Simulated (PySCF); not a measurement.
**I (iodine, neutral) across methods**

[Kr] 4d10 5s1 5p5 5d1, one real determinant (an excited configuration). Calculation: PySCF 2.14, in aug-cc-pVQZ-PP with ECP28MDF (7s7p5d3f2g, 92 functions); scalar relativity through the core potential.

```json
{"method": "LDA", "E (hartree)": "-294.5507", "mean ε 5p α (eV)": "-10.579", "mean ε 5p β (eV)": "-9.208", "mean ε 5d α (eV)": "-0.100", "Σ⟨r²⟩ (bohr²)": "72.63", "⟨S²⟩": "3.752"}
{"method": "B3LYP", "E (hartree)": "-295.0644", "mean ε 5p α (eV)": "-11.481", "mean ε 5p β (eV)": "-9.748", "mean ε 5d α (eV)": "-0.498", "Σ⟨r²⟩ (bohr²)": "72.90", "⟨S²⟩": "3.753"}
{"method": "BP86", "E (hartree)": "-295.1149", "mean ε 5p α (eV)": "-10.571", "mean ε 5p β (eV)": "-9.173", "mean ε 5d α (eV)": "-0.272", "Σ⟨r²⟩ (bohr²)": "72.78", "⟨S²⟩": "3.752"}
{"method": "PBE", "E (hartree)": "-294.9690", "mean ε 5p α (eV)": "-10.464", "mean ε 5p β (eV)": "-8.977", "mean ε 5d α (eV)": "-0.142", "Σ⟨r²⟩ (bohr²)": "72.68", "⟨S²⟩": "3.752"}
{"method": "r2SCAN0", "E (hartree)": "-295.0552", "mean ε 5p α (eV)": "-12.243", "mean ε 5p β (eV)": "-9.891", "mean ε 5d α (eV)": "-0.672", "Σ⟨r²⟩ (bohr²)": "72.44", "⟨S²⟩": "3.756"}
{"method": "r2SCAN", "E (hartree)": "-295.0899", "mean ε 5p α (eV)": "-11.008", "mean ε 5p β (eV)": "-9.129", "mean ε 5d α (eV)": "-0.166", "Σ⟨r²⟩ (bohr²)": "72.58", "⟨S²⟩": "3.755"}
{"method": "PBE0", "E (hartree)": "-294.9816", "mean ε 5p α (eV)": "-11.863", "mean ε 5p β (eV)": "-9.796", "mean ε 5d α (eV)": "-0.663", "Σ⟨r²⟩ (bohr²)": "72.46", "⟨S²⟩": "3.753"}
{"method": "UHF", "E (hartree)": "-293.93315", "mean ε 5p α (eV)": "-15.351", "mean ε 5p β (eV)": "-11.072", "mean ε 5d α (eV)": "-1.873", "Σ⟨r²⟩ (bohr²)": "73.61", "⟨S²⟩": "3.764"}
{"method": "r2SCANh", "E (hartree)": "-295.0760", "mean ε 5p α (eV)": "-11.502", "mean ε 5p β (eV)": "-9.435", "mean ε 5d α (eV)": "-0.367", "Σ⟨r²⟩ (bohr²)": "72.52", "⟨S²⟩": "3.756"}
```

⟨L²⟩ = 7.96 against 12 for a pure F term, so this real determinant mixes terms. Energies and moments cover only the electrons outside the core potential. The outer electron is Rydberg-like, and this basis confines it to a smaller radius and binds it less than a complete one would.
